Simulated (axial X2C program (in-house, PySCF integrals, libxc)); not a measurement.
## Low determinants of RuC⁺ at the PBE0 level, two-component

All values were computed with an in-house relativistic program for diatomic molecules. Two-component (2c) means X2C with spin–orbit coupling and atomic mean-field two-electron Coulomb and Gaunt terms. Basis: Ru dyall-cv3z [12s12p8d5f3g], C dyall-v3z [7s6p2d1f] (cores contracted in-house); Gaussian nuclei, density fitting, unrestricted open shells. Masses: Ru 101.904 u, C 12.000 u.

Search at 1.584 Å (vertical energies from the lowest determinant):

```
ΔE (eV)    state  electrons beyond evenly filled partner blocks  electrons in ±ω = 1/2, 3/2, 5/2, 7/2
   0.00  Ω = 5/2                                        ω = 5/2                             32 14 3 0
   0.24  Ω = 3/2                                        ω = 3/2                             32 13 4 0
   1.66  Ω = 3/2                     ω = 1/2, ω = -3/2, ω = 5/2                             33 13 3 0
   2.35  Ω = 1/2                    ω = -1/2, ω = -3/2, ω = 5/2                             33 13 3 0
   2.54  Ω = 1/2                                        ω = 1/2                             31 14 4 0
   2.82  Ω = 1/2                                        ω = 1/2                             33 14 2 0
   3.07  Ω = 9/2                      ω = 1/2, ω = 3/2, ω = 5/2                             33 13 3 0
```

Lowest determinant, Ω = 5/2 (⟨Sz⟩ = 0.50, ⟨Lz⟩ = 2.00 at PBE0): Re = 1.580 Å, ωe = 1180.1 cm⁻¹.

The determinant in row 2 of the search, Ω = 3/2 (⟨Sz⟩ = -0.50, ⟨Lz⟩ = 2.00 at PBE0), was followed along the bond at PBE0; measured from the minimum of the lowest determinant it gives:

Te = 0.240 eV (1939 cm⁻¹), Re = 1.580 Å, ωe = 1179.7 cm⁻¹.

Compare the bond of the determinant in row 2 with that of the lowest one.

At PBE0 its Re is the same within 0.001 Å and its force constant, which goes as ωe², is 1.00 times that of the lowest determinant. T0 ≈ Te + Δωe/2 = 1939 + (0) = 1939 cm⁻¹.

The search compares states at one distance, so a state with another bond length can lie lower; it is not exhaustive and yields mostly the lowest determinant of each block pattern, so other components and higher states of one pattern are missing. These are energies of single determinants, not of spin-adapted states; PBE0 term energies can be off by some tenths of an eV, and the functional has no current term.
